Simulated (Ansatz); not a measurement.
One change: `C[O][GeH]([OH])[OH]` becomes `[OH][GeH2][OH]`.

Ansatz, PBE0-D4/def2-TZVP geometries, multiplicity 1. Each molecule was computed in one conformer, which needn't be the lowest.

Scalar relativity is left out up to krypton.

```tsv
property	`C[O][GeH]([OH])[OH]`
HOMO–LUMO gap (PBE0/def2-TZVPP) / eV	8.62
LUMO energy (ωB97M-V/def2-TZVPP) / eV	2.07
size of the dipole moment (ωB97M-V/def2-TZVPP) / D	1.52
HOMO energy (PBE/def2-TZVPP) / eV	-6.56
HOMO–LUMO gap (B3LYP/def2-TZVPP) / eV	7.98
HOMO–LUMO gap (PBE/def2-TZVPP) / eV	5.98
```

Question: What does the change do to each property? (An estimate is asked.)

Answer: Ansatz gave: 
```csv
property,`[OH][GeH2][OH]`,shift
HOMO–LUMO gap (PBE0/def2-TZVPP) / eV,9.02,0.40
LUMO energy (ωB97M-V/def2-TZVPP) / eV,1.88,-0.19
size of the dipole moment (ωB97M-V/def2-TZVPP) / D,2.53,1.01
HOMO energy (PBE/def2-TZVPP) / eV,-7.05,-0.49
HOMO–LUMO gap (B3LYP/def2-TZVPP) / eV,8.40,0.42
HOMO–LUMO gap (PBE/def2-TZVPP) / eV,6.45,0.47
```

With PBE0 the HOMO falls by 0.54 eV and the LUMO falls by 0.13 eV, so the gap widens by about 0.41 eV. PBE moves the HOMO by -0.49 eV and ωB97M-V by -0.48 eV. Dipoles are sizes alone; their direction can turn.

B3LYP here is the variant with VWN-RPA as its local correlation; programs differ in this.
